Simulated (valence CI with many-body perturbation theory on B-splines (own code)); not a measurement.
E1 line list for Pb L

Level of theory: relativistic CI+MBPT: five valence electrons over a frozen Dirac-Fock core [Ar] 3d10, radial functions for each j: 9 s, 9 p, 8 d, 6 f, 3 g, 1 h, with the one-electron correlation potential Σ1, the two-electron term Σ2, the three-electron term Σ3, Breit, model QED; selected CI, second order for the rest (own B-spline code, finite nucleus).

The last digits are not significant, and no measured levels were compared; by estimate large intervals hold to a few tenths of a per cent, small ones and those within an open d or f shell to about a per cent. Among the levels kept, up to 330 cm⁻¹ of a level comes from second order outside the variational space, and about a tenth of that is noise between levels of different J, which matters for small intervals.

Lines 51 to 100 of 210 in falling wavelength, among levels below 4380.0 × 10³ cm⁻¹, chosen from the strongest by gf and those to the six lowest levels. Wavelengths and rates use the calculated energies. Electric multipoles are in the length gauge, E1 and E2 with the static RPA response of the core. Weak lines are less certain than strong ones. Lines between different terms over intervals too small for the method are left out, as are lines whose strength nearly cancels. Where a level lies close to another of its J and parity, the split of strength between their lines is uncertain. The highest levels of a list are the least certain.

Levels are named by their leading jj configuration (3d3/2^4 stands for four electrons in 3d with j = 3/2), which in mixed levels can hold well under half, so a name can repeat and another be missing. Letters in brackets count levels of one name in rising energy.

| λ vac (nm) | Upper | Lower | A (s⁻¹) | S (a.u.) |
| --- | --- | --- | --- | --- |
| 9.495 | (4s^2 4p1/2 4d3/2^2) J=5/2 | (4s^2 4p1/2 4p3/2 4d5/2) J=7/2 [b] | 9.03e+09 | 2.29e-02 |
| 9.454 | (4s^2 4p1/2 4d3/2^2) J=5/2 | (4s^2 4p1/2 4p3/2 4d5/2) J=5/2 [b] | 4.50e+09 | 1.13e-02 |
| 9.330 | (4s 4p1/2^2 4p3/2 4d3/2) J=3/2 [b] | (4s^2 4p1/2 4p3/2 4d3/2) J=1/2 [a] | 6.31e+09 | 1.01e-02 |
| 9.329 | (4s 4p1/2^2 4p3/2^2) J=3/2 | (4s^2 4p1/2 4p3/2^2) J=5/2 | 4.86e+10 | 7.80e-02 |
| 9.319 | (4s 4p1/2^2 4p3/2 4d3/2) J=3/2 [b] | (4s^2 4p1/2 4p3/2 4d3/2) J=3/2 [a] | 3.13e+09 | 5.00e-03 |
| 9.281 | (4s 4p1/2 4p3/2^3) J=1/2 | (4s^2 4p3/2^3) J=3/2 | 3.75e+10 | 2.96e-02 |
| 9.269 | (4s 4p1/2^2 4p3/2 4d3/2) J=3/2 [b] | (4s^2 4p1/2 4p3/2 4d3/2) J=5/2 [a] | 2.50e+10 | 3.93e-02 |
| 9.247 | (4s 4p1/2^2 4p3/2 4d5/2) J=7/2 [a] | (4s^2 4p1/2 4p3/2 4d5/2) J=7/2 [a] | 6.67e+09 | 2.08e-02 |
| 9.197 | (4s 4p1/2 4p3/2^3) J=3/2 [b] | (4s^2 4p3/2^3) J=3/2 | 2.87e+10 | 4.41e-02 |
| 9.182 | (4s 4p1/2^2 4p3/2 4d5/2) J=7/2 [b] | (4s^2 4p1/2 4p3/2 4d5/2) J=9/2 | 3.28e+10 | 1.00e-01 |
| 9.075 | (4s 4p1/2^2 4p3/2 4d3/2) J=5/2 [b] | (4s^2 4p1/2 4p3/2 4d3/2) J=7/2 | 4.67e+10 | 1.03e-01 |
| 9.037 | (4s 4p1/2^2 4p3/2^2) J=1/2 | (4s^2 4p1/2 4p3/2^2) J=3/2 | 1.04e+08 | 7.56e-05 |
| 8.908 | (4s 4p1/2^2 4p3/2^2) J=3/2 | (4s^2 4p1/2 4p3/2^2) J=3/2 | 1.63e+10 | 2.28e-02 |
| 8.793 | (4s 4p1/2^2 4p3/2 4d5/2) J=3/2 [b] | (4s^2 4p1/2 4p3/2 4d5/2) J=5/2 [a] | 1.06e+10 | 1.42e-02 |
| 8.784 | (4s 4p1/2^2 4p3/2 4d3/2) J=1/2 [b] | (4s^2 4p1/2 4p3/2 4d3/2) J=1/2 [a] | 7.65e+09 | 5.12e-03 |
| 8.774 | (4s 4p1/2^2 4p3/2 4d3/2) J=1/2 [b] | (4s^2 4p1/2 4p3/2 4d3/2) J=3/2 [a] | 3.54e+10 | 2.36e-02 |
| 8.722 | (4s 4p1/2^2 4p3/2 4d5/2) J=7/2 [b] | (4s^2 4p1/2 4p3/2 4d5/2) J=7/2 [a] | 1.47e+10 | 3.84e-02 |
| 8.710 | (4s 4p1/2^2 4p3/2 4d3/2) J=5/2 [b] | (4s^2 4p1/2 4p3/2 4d3/2) J=3/2 [a] | 4.02e+09 | 7.87e-03 |
| 8.489 | (4s 4p1/2^2 4p3/2 4d5/2) J=5/2 [b] | (4s^2 4p1/2 4p3/2 4d5/2) J=3/2 [a] | 2.51e+09 | 4.54e-03 |
| 8.301 | (4s^2 4p3/2^3) J=3/2 | (4s^2 4p1/2^2 4d3/2) J=3/2 | 4.89e+06 | 5.52e-06 |
| 7.729 | (4s 4p1/2^2 4p3/2 4d3/2) J=5/2 [a] | (4s 4p1/2^2 4p3/2^2) J=3/2 | 5.07e+09 | 6.93e-03 |
| 7.694 | (4s 4p1/2^2 4p3/2 4d3/2) J=3/2 [a] | (4s 4p1/2^2 4p3/2^2) J=3/2 | 5.37e+09 | 4.83e-03 |
| 7.685 | (4s 4p1/2^2 4p3/2 4d3/2) J=1/2 [a] | (4s 4p1/2^2 4p3/2^2) J=3/2 | 1.14e+10 | 5.12e-03 |
| 7.610 | (4s^2 4p1/2 4d3/2^2) J=5/2 | (4s^2 4p1/2 4p3/2 4d3/2) J=3/2 [b] | 2.91e+09 | 3.80e-03 |
| 7.600 | (4s 4p1/2^2 4p3/2 4d3/2) J=3/2 [a] | (4s 4p1/2^2 4p3/2^2) J=1/2 | 7.31e+09 | 6.34e-03 |
| 7.591 | (4s 4p1/2^2 4p3/2 4d3/2) J=1/2 [a] | (4s 4p1/2^2 4p3/2^2) J=1/2 | 6.52e+09 | 2.82e-03 |
| 7.575 | (4s 4p1/2^2 4p3/2 4d5/2) J=5/2 [b] | (4s^2 4p1/2 4p3/2 4d3/2) J=5/2 [b] | 2.82e+09 | 3.63e-03 |
| 7.523 | (4s^2 4p1/2 4d3/2^2) J=5/2 | (4s^2 4p1/2 4p3/2 4d3/2) J=5/2 [b] | 5.20e+09 | 6.55e-03 |
| 7.365 | (4s^2 4p1/2 4p3/2 4d3/2) J=3/2 [a] | (4s^2 4p1/2 4p3/2^2) J=1/2 | 4.99e+09 | 3.93e-03 |
| 7.358 | (4s^2 4p1/2 4p3/2 4d3/2) J=1/2 [a] | (4s^2 4p1/2 4p3/2^2) J=1/2 | 4.41e+09 | 1.73e-03 |
| 7.060 | (4s^2 4p1/2 4p3/2 4d3/2) J=5/2 [a] | (4s^2 4p1/2 4p3/2^2) J=5/2 | 1.32e+10 | 1.37e-02 |
| 7.031 | (4s^2 4p1/2 4p3/2 4d3/2) J=3/2 [a] | (4s^2 4p1/2 4p3/2^2) J=5/2 | 1.48e+10 | 1.02e-02 |
| 7.025 | (4s 4p1/2^2 4p3/2 4d3/2) J=3/2 [b] | (4s 4p1/2^2 4p3/2^2) J=3/2 | 1.72e+10 | 1.17e-02 |
| 6.947 | (4s 4p1/2^2 4p3/2 4d3/2) J=3/2 [b] | (4s 4p1/2^2 4p3/2^2) J=1/2 | 4.89e+09 | 3.24e-03 |
| 6.907 | (4s 4p1/2^2 4p3/2 4d3/2) J=5/2 [a] | (4s 4p1/2^2 4p3/2^2) J=5/2 | 1.96e+10 | 1.91e-02 |
| 6.879 | (4s 4p1/2^2 4p3/2 4d3/2) J=3/2 [a] | (4s 4p1/2^2 4p3/2^2) J=5/2 | 3.43e+10 | 2.21e-02 |
| 6.820 | (4s^2 4p1/2 4d3/2^2) J=5/2 | (4s^2 4p1/2 4p3/2 4d3/2) J=7/2 | 3.87e+09 | 3.63e-03 |
| 6.816 | (4s^2 4p1/2 4p3/2 4d3/2) J=5/2 [a] | (4s^2 4p1/2 4p3/2^2) J=3/2 | 5.51e+07 | 5.17e-05 |
| 6.810 | (4s^2 4p1/2 4p3/2 4d3/2) J=7/2 | (4s^2 4p1/2 4p3/2^2) J=5/2 | 1.79e+09 | 2.23e-03 |
| 6.789 | (4s^2 4p1/2 4p3/2 4d3/2) J=3/2 [a] | (4s^2 4p1/2 4p3/2^2) J=3/2 | 8.64e+09 | 5.34e-03 |
| 6.783 | (4s^2 4p1/2 4p3/2 4d3/2) J=1/2 [a] | (4s^2 4p1/2 4p3/2^2) J=3/2 | 1.04e+10 | 3.19e-03 |
| 6.779 | (4s^2 4p1/2^2 4d3/2) J=3/2 | (4s^2 4p1/2^2 4p3/2) J=3/2 | 2.62e+10 | 1.61e-02 |
| 6.711 | (4s 4p1/2^2 4p3/2 4d3/2) J=1/2 [b] | (4s 4p1/2^2 4p3/2^2) J=3/2 | 2.08e+10 | 6.22e-03 |
| 6.674 | (4s 4p1/2^2 4p3/2 4d3/2) J=5/2 [b] | (4s 4p1/2^2 4p3/2^2) J=3/2 | 2.55e+09 | 2.25e-03 |
| 6.652 | (4s 4p1/2^2 4p3/2 4d5/2) J=5/2 [b] | (4s^2 4p1/2 4p3/2 4d3/2) J=3/2 [a] | 3.79e+09 | 3.31e-03 |
| 6.640 | (4s 4p1/2^2 4p3/2 4d3/2) J=1/2 [b] | (4s 4p1/2^2 4p3/2^2) J=1/2 | 1.39e+10 | 4.03e-03 |
| 6.626 | (4s 4p1/2^2 4p3/2 4d5/2) J=5/2 [b] | (4s^2 4p1/2 4p3/2 4d3/2) J=5/2 [a] | 6.57e+09 | 5.66e-03 |
| 6.612 | (4s^2 4p1/2 4d3/2^2) J=5/2 | (4s^2 4p1/2 4p3/2 4d3/2) J=3/2 [a] | 8.54e+09 | 7.31e-03 |
| 6.586 | (4s^2 4p1/2 4d3/2^2) J=5/2 | (4s^2 4p1/2 4p3/2 4d3/2) J=5/2 [a] | 6.62e+09 | 5.60e-03 |
| 6.517 | (4s^2 4p3/2^2 4d3/2) J=1/2 | (4s^2 4p3/2^3) J=3/2 | 1.12e+10 | 3.06e-03 |
